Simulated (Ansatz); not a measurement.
Reaction (atomization): `N#C[SiH](F)Cl` → C• + Cl• + F• + H• + N• + Si•

Gas-phase electronic energies from Ansatz, PBE0-D4/def2-TZVP geometries. CCSD(T)/CBS adds triple-zeta CCSD(T) − MP2 to the extrapolated MP2 energy (def2 sets, frozen cores). This one scheme is used for every species, atoms too. DFT in def2-TZVPP. HSE06 is defined as in plane-wave codes. No spin–orbit coupling; open shells (•) take unrestricted orbitals. Spin–orbit coupling would lower the free atoms: a little for C, Cl, F, Si.

| level | ΔE (kJ/mol) | difference from CCSD(T)/CBS |
| --- | --- | --- |
| B97M-V | 2535.6 | 3.1 |
| r2SCAN0-D4 | 2446.8 | -85.7 |
| HSE06-D4 | 2517.2 | -15.3 |
| r2SCAN | 2520.0 | -12.5 |
| r2SCANh | 2488.5 | -44.0 |
| HSE06 | 2505.5 | -27.0 |
| CCSD/def2-SVP | 2284.0 | -248.5 |
| CCSD(T)/def2-SVP | 2326.2 | -206.3 |
| HF/def2-TZVPP | 1752.5 | -780.0 |
| CCSD/CBS(def2) | 2472.6 | -59.9 |
| CCSD(T)/CBS | 2532.5 | 0 |

Largest T1 diagnostic among the species: 0.012.

Leaving LDA and LC-ωPBE aside and taking each functional with its dispersion term where it has one, the values, not all of them listed here, spread over 200.6 kJ/mol, from BHLYP-D4 to PBE-D4. LDA lies +324.6 kJ/mol from PBE without D4, its usual overbinding. From r2SCAN to r2SCAN0 (25 % exact exchange), in def2-TZVPP and without D4, ΔE moves by −77.3 kJ/mol: exact exchange takes away binding that semilocal exchange gives to molecules. The D4 term adds +24.1 kJ/mol with B3LYP and +12.5 kJ/mol with PBE0; it sums over pairs of atoms, weighted by their polarisabilities, and B3LYP, whose exchange is more repulsive, gets the larger term.

B3LYP here is the variant with VWN-RPA as its local correlation; programs differ in this.

For atomizations the MP2-based limit and the directly extrapolated one differ by several kJ/mol either way, and by 10 to 25 for some Ge, Se and Sn compounds, so smaller differences from it don't rank the levels.
